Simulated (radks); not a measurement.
Values are calculated unless marked as measured or tabulated.
Orbital eigenvalues (eV) of neutral carbon, [He] 2s2 2p2, at several levels of relativity; Dirac values are averaged over j with weights 2j + 1. Spin-unpolarised spherical Kohn-Sham, PBEsol, point nucleus unless stated (finite: rms radius 2.4702 fm), a radial shooting solver on a logarithmic mesh with Libxc functionals. A level marked "c x" has the speed of light scaled by that factor and shares open shells by 2j + 1; other Dirac levels either fill j = l - 1/2 first or share by 2j + 1.

shell  non-rel.  scalar-rel.  Dirac, 2j+1 shares  Dirac, 2j+1 shares, finite nucleus  change of magnitude, last against first (%)
1s      -271.92      -272.05             -272.04                             -272.04                                        +0.04
2s      -13.637      -13.648             -13.648                             -13.648                                        +0.08
2p      -5.2367      -5.2336             -5.2334                             -5.2334                                        -0.06
